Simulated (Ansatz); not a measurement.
System: SbH$_{2}$Te, charge 0, doublet. SbH2Te (SMILES [SbH][TeH], doublet).
B3LYP-D3(BJ)/def2-TZVP minimum from Ansatz (a quantum-chemistry and plane-wave program):
```
Te
H 1 1.6638
Sb 1 2.7582 2 91.74
H 3 1.7191 1 88.40 2 -180.00
```
Charge 0, spin multiplicity 2.

Total energies in def2-TZVPP, 13 correlated electrons, 18 frozen orbitals. UHF or UKS for unpaired electrons; spin-orbit terms are left out. Correlated methods leave the cores frozen (noble-gas shells, and filled d and f shells in the p block). Past Kr the def2 sets carry scalar-relativistic core potentials. Spin-orbit terms, left out, reach several kcal/mol for Br and I, and more for heavier atoms.

```
method    program  energy (Eh)  minus CCSDT(Q) (mEh)
--------  -------  -----------  --------------------
HF         Ansatz   -507.44408                287.02
MP2        Ansatz   -507.68148                 49.62
CCSD       Ansatz   -507.71685                 14.24
CCSD(T)    Ansatz   -507.72896                  2.13
CCSDT(Q)   Ansatz   -507.73110                  0.00
```

Rough core times of Ansatz's runs on a shared machine: CCSD(T) 50 s, CCSDT(Q) 60 min.
